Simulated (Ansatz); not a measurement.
Complex (SMILES): P (PH3) with C=CC, atoms 1 to 4 the first; geometry from B3LYP-D3(BJ)/def2-TZVP, monomers rigid:
```xyz
13

P      0.4442    -0.4223     0.3046
H      0.2621     0.7353    -0.4988
H      0.7948    -1.2422    -0.7963
H     -0.9247    -0.7834     0.2510
C     -0.0432    -3.6975     1.6336
C      0.9750    -4.0317     0.8507
H      0.0989    -3.0806     2.5137
H     -1.0528    -4.0263     1.4233
H      0.7829    -4.6498    -0.0227
C      2.3962    -3.6209     1.0661
H      2.4993    -2.9889     1.9485
H      3.0415    -4.4957     1.1882
H      2.7785    -3.0668     0.2040
```

Interaction energy at HF with Ansatz (a first-principles code), kcal/mol, without and with the counterpoise correction (monomers among the partner's ghost functions). All functions are spherical. No added dispersion term, no relativity. Reference, counterpoise-corrected: the value in aug-pcseg-3, 1.11.

| basis | functions | uncorrected | counterpoise | counterpoise correction | mean of both |
|---|---|---|---|---|---|
| 3-21G | 58 | -0.38 | 1.13 | 1.51 | 0.38 |
| cc-pV(D+d)Z | 110 | 0.59 | 1.11 | 0.52 | 0.85 |
| def2-TZVP | 184 | 1.01 | 1.11 | 0.10 | 1.06 |
| def2-TZVPD | 235 | 1.04 | 1.12 | 0.08 | 1.08 |
| def2-TZVPP | 261 | 1.02 | 1.12 | 0.10 | 1.07 |
| 6-311++G(3df,3pd) | 326 | 0.91 | 1.10 | 0.19 | 1.01 |
| aug-cc-pV(T+d)Z | 400 | 1.05 | 1.12 | 0.08 | 1.08 |
| def2-QZVPPD | 562 | 1.10 | 1.12 | 0.01 | 1.11 |

The corrected value lies nearer the reference in 8 of 8 rows.
